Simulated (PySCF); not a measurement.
Level of theory: PySCF with PBE0-D3(BJ)/def2-TZVP. Isolated molecules, 0 K electronic values unless said otherwise. 

Reference species (SMILES): `C1[SiH]=[SiH][SiH2]1` (neutral, multiplicity 1).

The HOMO–LUMO gap comes out as 4.28 eV and the HOMO is -5.83 eV.

Changed species: `[SiH2]=C1[SiH2][SiH2]1`.

Predict the effect on the HOMO–LUMO gap and HOMO.

the HOMO–LUMO gap rises by 0.26 eV, to 4.54 eV; the HOMO falls by 0.82 eV, to -6.65 eV.
